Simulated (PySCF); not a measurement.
C11H16O2.
Structure used (PBE0-D3(BJ)/def2-SVP), in Å, numbered top down from 1:
```
atom  x, y, z in Å
C1    -4.0695    1.2745   -0.8163
C2    -3.0202    1.0297   -0.2625
C3    -1.7535    0.7237    0.3864
C4    -1.1301    1.8922    1.1773
C5     0.3625    1.5640    1.2460
C6     0.6241    0.8165   -0.0402
C7     1.9570    0.1731   -0.2795
O8     2.1740   -0.7877    0.7132
C9     3.4322   -1.3842    0.6408
O10    0.0083    1.4204   -1.1710
C11   -0.6425    0.3052   -0.5792
C12   -0.8056   -0.9298   -1.4169
C13   -0.8236   -2.2099   -0.5926
H14   -4.9997    1.5030   -1.3018
H15   -1.9123   -0.1315    1.0688
H16   -1.5985    2.0187    2.1629
H17   -1.2838    2.8187    0.6084
H18    0.9915    2.4633    1.3416
H19    0.6041    0.8931    2.0858
H20    2.7503    0.9502   -0.2530
H21    1.9780   -0.2729   -1.2925
H22    3.5070   -2.1149    1.4576
H23    3.5850   -1.9128   -0.3207
H24    4.2469   -0.6420    0.7542
H25    0.0158   -0.9511   -2.1488
H26   -1.7355   -0.8279   -2.0020
H27    0.0846   -2.2838    0.0250
H28   -0.8753   -3.0963   -1.2421
H29   -1.6947   -2.2494    0.0797
```

The closed-shell ground state was solved at several levels (PySCF, density fitting, gas phase, non-relativistic).

```
              level  basis functions  total energy (Eh)  HOMO (eV)  LUMO (eV)  gap (eV)  dipole (D)
        B3LYP/pcJ-1              511          -579.1683      -7.06       0.82      7.88        2.36
CAM-B3LYP/def2-SVPD              394          -578.4544      -8.75       1.17      9.92        2.33
```

**Question.** Estimate the row for PBE0/pcSseg-1, a basis of 301 functions; the other rows only guide the guess.

**Answer.** Total energy -578.4004 Eh, HOMO -7.31 eV, LUMO 1.07 eV, gap 8.38 eV, dipole 2.40 D.

**Question.** Over all these levels, which gives the widest orbital gap and which the narrowest?

**Answer.** CAM-B3LYP/def2-SVPD (range-separated hybrid) has the widest, 9.92 eV, and B3LYP/pcJ-1 (global hybrid, 20 % exact exchange) the narrowest, 7.88 eV. Functional and basis both differ between the two, so the spread mixes both effects.

**Question.** How far do the dipole and the HOMO energy spread over the levels?

**Answer.** The dipole runs from 2.33 to 2.40 D (mean 2.36 D) and the HOMO from -8.75 to -7.06 eV.

One conformer stands for the species.
